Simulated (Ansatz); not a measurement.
Consider the cleavage of the B–Si bond: `CO[SiH2]B(O)F` + `[NH2][AlH2]` → `OB(F)[NH][AlH2]` + `CO[SiH3]`.

Gas-phase electronic energies from Ansatz, PBE0-D4/def2-TZVP geometries. CBS: MP2 limit from def2 TZ/QZ plus the TZ coupled-cluster correction, frozen cores. This one scheme is used for every species. One conformer a species, not always the lowest.

```
          species  SCS-MP2/def2-QZVPP energy (Eh)
  `CO[SiH2]B(O)F`                      -605.66289
    `[NH2][AlH2]`                      -299.10373
`OB(F)[NH][AlH2]`                      -498.95840
       `CO[SiH3]`                      -405.85477
```

(1) Work out ΔE.

Largest T1 diagnostic among the species: 0.013.

Results:

(1) ΔE = (-498.95840) + (-405.85477) − (-605.66289) − (-299.10373) = -0.04655 Eh = -122.2 kJ/mol. CCSD(T)/CBS gives -115.2 kJ/mol.

In def2-TZVPP, CCSD(T) changes the Hartree–Fock value by +23.0 kJ/mol (the triples alone add +3.4 kJ/mol) and MP2 by +18.4 kJ/mol. From PBE to PBE0 (25 % exact exchange), in def2-TZVPP and without D4, ΔE moves by −10.5 kJ/mol.
